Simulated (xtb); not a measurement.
C3H4FNSi, SMILES F[Si@H]1C=CC=N1. All values are semi-empirical tight-binding results from xtb (GFN2-xTB unless named), good for trends rather than for accurate numbers. Geometry optimised at GFN2-xTB. The structure was generated by enumeration; whether it is a known compound was not checked.

Optimised geometry:

Bonds (Å): F1–Si2 1.609, Si2–C3 1.900, Si2–N6 1.749, Si2–H7 1.443, C3–C4 1.337, C3–H8 1.075, C4–C5 1.467, C4–H9 1.079, C5–N6 1.272, C5–H10 1.084. Bond angles (°): F1–Si2–C3 113.2, F1–Si2–N6 110.8, F1–Si2–H7 107.6, C3–Si2–N6 91.5, C3–Si2–H7 118.0, N6–Si2–H7 115.2, Si2–C3–C4 106.3, Si2–C3–H8 130.1, C4–C3–H8 123.6, C3–C4–C5 112.8, C3–C4–H9 126.5, C5–C4–H9 120.7, C4–C5–N6 119.6, C4–C5–H10 120.7, N6–C5–H10 119.6, Si2–N6–C5 109.6.

The orbital gap comes out as 2.09 eV, the dipole moment is 3.03 D and the zero-point energy is 39.8 kcal/mol. The G − E(el) at 298.15 K (modified RRHO) is 21.2 kcal/mol and the static polarisability (D4 model) comes out as 67.5 bohr³. The solvation energy, GFN2-xTB/ALPB(water) is -1.4 kcal/mol and the solvation energy, GFN2-xTB/ALPB(hexane) is -3.0 kcal/mol.

Task: Give the atomic charges and the Wiberg bond orders between heavy atoms. (An estimate is asked for; the answer gives what the named calculation found.)

Result: charges (e) F1 -0.26, Si2 0.60, C3 -0.12, C4 -0.05, C5 0.08, N6 -0.32, H7 -0.05, H8 0.04, H9 0.04, H10 0.04. Bond orders F1–Si2 1.09, Si2–C3 0.85, C3–C4 1.89, C4–C5 1.09, Si2–N6 1.02, C5–N6 1.85.
